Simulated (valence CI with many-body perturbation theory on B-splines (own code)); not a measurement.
Mo XXIX in brief

Level of theory: configuration interaction combined with many-body perturbation theory (CI+MBPT): four valence electrons over a frozen Dirac-Fock core [Ne], a basis of 11 s, 11 p, 10 d, 8 f, 5 g, 2 h functions for each j, with the one-electron correlation potential Σ1 (screened to all orders), the two-electron term Σ2, the three-electron term Σ3, Breit, model QED; selected single and double excitations, second order for the rest, scaled by the run's own slope (own B-spline code, finite nucleus).

No measured spectrum was set against this ion. As an estimate, large intervals hold to a few tenths of a per cent, small ones and those within an open d or f shell to about a per cent. Among the levels kept, up to 710 cm⁻¹ of a level comes from second order outside the variational space, and about a tenth of that is noise between levels of different J, which matters for small intervals.

Levels are named by their leading jj configuration (3d3/2^4 stands for four electrons in 3d with j = 3/2), which in mixed levels can hold well under half, so a name can repeat and another be missing.

Rates and lifetimes use the calculated energies. Strong lines usually hold to 10 to 20 %, long lifetimes can be off by a factor of two.

Q: What is the ground level?

A: (3s^2 3p1/2^2) J=0, composition 78 % 3s2 3p2 3P + 20 % 3s2 3p2 1S.

Q: Name the longest-lived excited levels whose lifetime is computed, and their main decay.

A: (3s^2 3p1/2 3p3/2) J=2 at 197010 cm⁻¹ lives 2.61 ms, mostly by M1 to (3s^2 3p1/2 3p3/2) J=1; (3s^2 3p3/2 3d5/2) J=4 at 1262500 cm⁻¹ lives 17.7 μs, mostly by M1 to (3s^2 3p1/2 3d5/2) J=3; (3s^2 3p1/2 3p3/2) J=1 at 161680 cm⁻¹ lives 16.5 μs, mostly by M1 to (3s^2 3p1/2^2) J=0.

Q: Where does the other parity begin?

A: At (3s 3p1/2^2 3p3/2) J=2, 698460 cm⁻¹.

Q: What is the ionisation energy?

A: 1535.6 eV; NIST lists 1537 ± 3 eV (semi-empirical).

Q: How well does LS coupling describe the low levels?

A: Among the lowest 20 levels the leading LS term, summed over configurations, holds 67 % on average. For single configurations the figures are 62 % in LS and 75 % in jj coupling. Terms mix most in the J = 1 level at 1296900 cm⁻¹, where the leading one holds 36 %.
